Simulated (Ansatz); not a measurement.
`CC(Cl)I` + `O[SiH](F)S` → `CO[SiH](F)S` + `ClCI`  (substitution at a C–C bond)

Program: Ansatz. Geometries: PBE0-D4/def2-TZVP. ΔE: electronic, gas phase. CCSD(T)/CBS is the MP2 limit (def2-TZVPP, def2-QZVPP) plus CCSD(T) − MP2 in def2-TZVPP, frozen cores. DFT in def2-TZVPP. B3LYP here is the variant with VWN-RPA as its local correlation; programs differ in this. def2 core potentials past Kr. For I outer-core shells are correlated without core-valence functions, which leaves a few kJ/mol of doubt a bond. Each species was taken in one conformer, which may not be the lowest.

(1) Is it downhill or uphill in electronic energy at CCSD(T)/CBS, and by how much? (An estimate is asked.)

(2) What do these levels give: PBE0-D4, B3LYP-D4, CAM-B3LYP, CCSD/def2-SVP, HF/def2-QZVPP, MP2/CBS(def2)? (Estimate.)

Largest T1 diagnostic among the species: 0.012.

Results:

(1) The calculation gave: Uphill: ΔE = +76.1 kJ/mol.

(2) The calculation gave: PBE0-D4 71.6, B3LYP-D4 65.2, CAM-B3LYP 62.7, CCSD/def2-SVP 64.9, HF/def2-QZVPP 54.3, MP2/CBS(def2) 85.5 kJ/mol.

Leaving LDA and LC-ωPBE aside and taking each functional with its dispersion term where it has one, the values, not all of them listed here, spread over 11.0 kJ/mol, from BLYP-D4 to PBE-QIDH. LDA lies +9.1 kJ/mol from PBE without D4. At CCSD(T), def2-SVP lies −9.4 kJ/mol from the extrapolated value and def2-TZVPP −3.3 kJ/mol. In def2-TZVPP, CCSD(T) changes the Hartree–Fock value by +17.8 kJ/mol (the triples alone add +2.6 kJ/mol) and MP2 by +27.2 kJ/mol.
